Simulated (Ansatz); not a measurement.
Molecule: C2H9OSi2, net charge 0, doublet state. It need not be the lowest isomer of its formula. SMILES: C[SiH]O[SiH2]C
Geometry from a B3LYP-D3(BJ)/def2-TZVP (Ansatz, a quantum-chemistry and plane-wave program) optimisation:
```xyz
14

C      2.7889     0.4823     0.3932
Si     1.5085    -0.7697    -0.1636
O      0.0156    -0.1146     0.0567
Si    -1.6035    -0.2445    -0.1997
C     -2.4291     1.3329     0.3460
H      3.7966     0.1023     0.2143
H      2.6662     1.4150    -0.1652
H      2.6886     0.7039     1.4566
H      1.6840    -1.0875    -1.6151
H     -2.1273    -1.3989     0.5709
H     -1.8515    -0.4911    -1.6422
H     -3.5094     1.2726     0.1925
H     -2.0532     2.1868    -0.2208
H     -2.2472     1.5204     1.4060
```
Charge 0, spin multiplicity 2.

Quantity: atomisation energy (electronic, to ground-state atoms); the coupled-cluster value holds the core correlation from cc-pwCVTZ, in eV. Cores are frozen in the correlated levels unless marked. Open shells are spin-unrestricted. Spin-orbit coupling is left out. Non-relativistic. CBS marks a two-point X^-3 extrapolation of the correlation energy; Hartree-Fock from the larger set.

Level to compare with: CCSD(T)/CBS(cc-pV(T+d)Z,cc-pV(Q+d)Z) plus the core term (Ansatz), 52.72 eV. It is a level with limits of its own, and the differences hold the functionals' basis error too.

**Question.** Rank these functionals by how close they come to CCSD(T)/CBS(cc-pV(T+d)Z,cc-pV(Q+d)Z), closest first: r2SCAN/def2-TZVPD (Ansatz); SVWN5/def2-TZVPD (Ansatz); HSE06/def2-TZVPD (Ansatz).

**Answer.** r2SCAN/def2-TZVPD (meta-GGA, 52.58 eV, difference -0.14), HSE06/def2-TZVPD (screened hybrid, 52.04 eV, difference -0.68), SVWN5/def2-TZVPD (LDA, 58.68 eV, difference 5.96)
